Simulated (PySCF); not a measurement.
Compound: WO2(OMe)2, C2H6O4W (singlet state).
SMILES: `C[O][W](=[O])(=[O])[O]C`

A linear-response calculation (PySCF, def2-SVPD basis, gas phase, vertical, core orbitals frozen in the response) gave these numbers; the functional is withheld.

Orbital energies (eV): HOMO-3 -10.56, HOMO-2 -10.53, HOMO-1 -10.32, HOMO -10.06, LUMO -0.35, LUMO+1 0.17, LUMO+2 0.51.

| state | E (eV) | f | main configurations (H = HOMO, L = LUMO) |
| --- | --- | --- | --- |
| S1 | 5.68 | 0.0048 | H→L+1 (52%), H→L (41%) |
| S2 | 5.74 | 0.0062 | H→L (49%), H→L+1 (42%) |
| S3 | 5.92 | 0.0000 | H-1→L (95%) |
| S4 | 6.24 | 0.0003 | H-3→L (78%), H-2→L (14%) |
| S5 | 6.36 | 0.0000 | H→L+3 (83%) |
| S6 | 6.53 | 0.0002 | H-4→L (57%), H-1→L+1 (36%) |

Triplets, Tamm–Dancoff:

```json
{"state": "T1", "E (eV)": "5.04", "λ (nm)": "246.1", "main configurations (H = HOMO, L = LUMO)": "H→L (87%)"}
{"state": "T2", "E (eV)": "5.38", "λ (nm)": "230.5", "main configurations (H = HOMO, L = LUMO)": "H→L+1 (92%)"}
{"state": "T3", "E (eV)": "5.70", "λ (nm)": "217.4", "main configurations (H = HOMO, L = LUMO)": "H-1→L (59%), H-1→L+1 (21%)"}
{"state": "T4", "E (eV)": "5.72", "λ (nm)": "216.6", "main configurations (H = HOMO, L = LUMO)": "H-1→L+1 (45%), H-1→L (28%)"}
```

Vertical ionisation energy by ΔSCF with the same functional: 10.68 eV. Mean static polarisability: 79.6 au.

Problem. Name the functional.
A. HF
B. PBE
C. CAM-B3LYP
D. B3LYP

Solution. C. CAM-B3LYP is range-separated, 19% exact exchange at short range and 65% at long range (ω = 0.33 bohr⁻¹). In this run −ε(HOMO) = 10.06 eV differs from the ΔSCF value by -0.62 eV, and S1 differs from the orbital gap of 9.71 eV by -4.03 eV. The ratio −ε(HOMO)/IP is 0.94. Small neutral molecules mostly give 0.85 to 0.93 with CAM-B3LYP, 0.5 to 0.7 with PBE, 0.67 to 0.83 with B3LYP; with Hartree–Fock the ratio is 1 or more (Koopmans' value less the relaxation energy is the ΔSCF value).

Computed, not measured: TDDFT CAM-B3LYP/def2-SVPD, vertical, gas phase, core orbitals frozen in the response, def2 core potentials past Kr (PySCF 2.14.0, density-fitted response routines). Geometry: PBE0-D3(BJ)/def2-SVP; no solvent, vibrations or thermal averaging. Spin–orbit coupling is left out.

Hardware: one thread of an Intel Xeon at 2.70 GHz, no GPU (shared host). Cost: 8.7 min wall (with the writing of density and orbital grids), 1.3 GiB resident at most.
